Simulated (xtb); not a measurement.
BrZn (SMILES [Zn+][Br]), charge +1, singlet, at a GFN2-xTB geometry (such geometries of metal compounds can be far from the true shape); GFN-FF (xtb).

Here is a job for xtb.
```
$ xtb mol.xyz --gfnff --chrg 1 --json

# file mol.xyz
2

Zn    -0.00000000    -0.00000000    -1.16683428
Br     0.00000000     0.00000000     1.00014367
```

Q: Predict the main parts of the log of this xtb run.

A: 
```
   ID    Z sym.   atoms
    1   30 Zn     1
    2   35 Br     2

           -------------------------------------------------
          |                Calculation Setup                |
           -------------------------------------------------

          ==================== Thresholds ====================
          CN  :   150.00000
          rep :   500.00000
          disp:  2500.00000
          HB1 :   250.00000
          HB2 :   450.00000

          Pauling EN used:
          Z :30  EN :  1.65
          Z :35  EN :  2.96
          electric field strengths (au): 0.000

           -------------------------------------------------
          |           Force Field Initialization            |
           -------------------------------------------------

          distances ...
          ----------------------------------------
          generating topology and atomic info file ...
          pair mat ...
          computing topology distances matrix with Floyd-Warshall algo ...
          making topology EEQ charges ...
          #fragments for EEQ constrain: 1
          ----------------------------------------
          generating topology and atomic info file ...
          pair mat ...
          computing topology distances matrix with Floyd-Warshall algo ...
          making topology EEQ charges ...
          #fragments for EEQ constrain: 1
          rings ...
          # BATM   0
          # H in HB   0

  atom   neighbors  erfCN metchar sp-hybrid imet pi  qest     coordinates
    1  Zn      1    0.98   0.01         2    2    0   0.423   -0.000000   -0.000000   -2.204997
    2  Br      1    0.98   0.00         0    0    0   0.577    0.000000    0.000000    1.889998

          #atoms :   2
          #bonds :   1
          #angl  :   0
          #tors  :   0
          #nmol  :   1
          #optfrag :   1
           -------------------------------------------------
          |                   G F N - F F                   |
          |          A general generic force-field          |
          |                  Version 1.0.3                  |
           -------------------------------------------------
          Number of HB bonds (bound hydrogen)     0
          Number of HB bonds (unbound hydrogen)   0
          Number of XB bonds                      0

         :::::::::::::::::::::::::::::::::::::::::::::::::::::
         ::                     SUMMARY                     ::
         :::::::::::::::::::::::::::::::::::::::::::::::::::::
         :: total energy               1.378242760244 Eh    ::
         :: gradient norm              0.064439348496 Eh/a0 ::
         ::.................................................::
         :: bond energy               -0.048693969972 Eh    ::
         :: angle energy               0.000000000000 Eh    ::
         :: torsion energy             0.000000000000 Eh    ::
         :: repulsion energy           0.008903426998 Eh    ::
         :: electrostat energy         1.418604783885 Eh    ::
         :: dispersion energy         -0.000571480667 Eh    ::
         :: HB energy                  0.000000000000 Eh    ::
         :: XB energy                  0.000000000000 Eh    ::
         :: bonded atm energy          0.000000000000 Eh    ::
         :: external energy            0.000000000000 Eh    ::
         :: add. restraining           0.000000000000 Eh    ::
         :: total charge               1.000000000000 e     ::
         :::::::::::::::::::::::::::::::::::::::::::::::::::::

           -------------------------------------------------
          |                Property Printout                |
           -------------------------------------------------

molecular dipole:
                 x           y           z       tot (Debye)
 q only:        0.000       0.000       0.320       0.813

           -------------------------------------------------
          | TOTAL ENERGY                1.378242760244 Eh   |
          | GRADIENT NORM               0.064439348496 Eh/α |
           -------------------------------------------------
########################################################################
[WARNING] Runtime exception occurred
-1- gfnff_setup: Could not read topology file.
########################################################################

normal termination of xtb
```
